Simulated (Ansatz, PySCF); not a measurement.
Input for PySCF:
```python
from pyscf import gto, scf

mol = gto.M(
    atom='''
C    -0.52010405   -0.73735283   -1.95420073
Si   -0.60453952   -0.04825465   -0.23797418
C    -1.59335513   -1.20417502    0.90345873
C    -1.37106188    1.69217890   -0.24854698
N     0.97634828    0.12744080    0.50880763
C     1.69559356   -1.02444080    0.98386991
C     1.86511903    1.18437909    0.10532634
H    -0.32294206   -0.12088686   -2.81544969
H    -0.45139548   -1.79456139   -2.14975667
H    -1.44128637   -0.97010406    1.95223950
H    -2.65451044   -1.11761729    0.69682096
H    -1.32170075   -2.24325751    0.74988302
H    -0.97319634    2.29755558   -1.05619549
H    -1.19639159    2.22073477    0.68310436
H    -2.44372917    1.62874213   -0.39552542
H     2.35049052   -1.44614525    0.21105086
H     0.99547720   -1.79012359    1.30147696
H     2.32116777   -0.74202936    1.83591899
H     2.52846275    0.87273115   -0.71126696
H     1.28970967    2.04355716   -0.22334432
H     2.49181051    1.48134794    0.95158531
''',
    basis='sto-3g',
    spin=1,
    verbose=4,
)

mf = scf.UHF(mol)
mf.kernel()
```

### Question
Convert this to an input for Ansatz (a first-principles code).

### Answer
Several could match; the one computed here: 
Ansatz 0.2 input:
```yaml
crystal:
  periodic: [false, false, false]
  atoms:
    - {symbol: C, position_ang: [-0.52010405, -0.73735283, -1.95420073]}
    - {symbol: Si, position_ang: [-0.60453952, -0.04825465, -0.23797418]}
    - {symbol: C, position_ang: [-1.59335513, -1.20417502, 0.90345873]}
    - {symbol: C, position_ang: [-1.37106188, 1.69217890, -0.24854698]}
    - {symbol: N, position_ang: [0.97634828, 0.12744080, 0.50880763]}
    - {symbol: C, position_ang: [1.69559356, -1.02444080, 0.98386991]}
    - {symbol: C, position_ang: [1.86511903, 1.18437909, 0.10532634]}
    - {symbol: H, position_ang: [-0.32294206, -0.12088686, -2.81544969]}
    - {symbol: H, position_ang: [-0.45139548, -1.79456139, -2.14975667]}
    - {symbol: H, position_ang: [-1.44128637, -0.97010406, 1.95223950]}
    - {symbol: H, position_ang: [-2.65451044, -1.11761729, 0.69682096]}
    - {symbol: H, position_ang: [-1.32170075, -2.24325751, 0.74988302]}
    - {symbol: H, position_ang: [-0.97319634, 2.29755558, -1.05619549]}
    - {symbol: H, position_ang: [-1.19639159, 2.22073477, 0.68310436]}
    - {symbol: H, position_ang: [-2.44372917, 1.62874213, -0.39552542]}
    - {symbol: H, position_ang: [2.35049052, -1.44614525, 0.21105086]}
    - {symbol: H, position_ang: [0.99547720, -1.79012359, 1.30147696]}
    - {symbol: H, position_ang: [2.32116777, -0.74202936, 1.83591899]}
    - {symbol: H, position_ang: [2.52846275, 0.87273115, -0.71126696]}
    - {symbol: H, position_ang: [1.28970967, 2.04355716, -0.22334432]}
    - {symbol: H, position_ang: [2.49181051, 1.48134794, 0.95158531]}
basis:
  gaussian:
    orbitals: STO-3G
hamiltonian:
  xc: hf
magnetization: {spin_polarized: true, initial_magnetization: 1}
accuracy: high
```

Both were run: PySCF gave -534.547191 Eh and Ansatz -534.547191 Eh, 0.000 mEh apart.
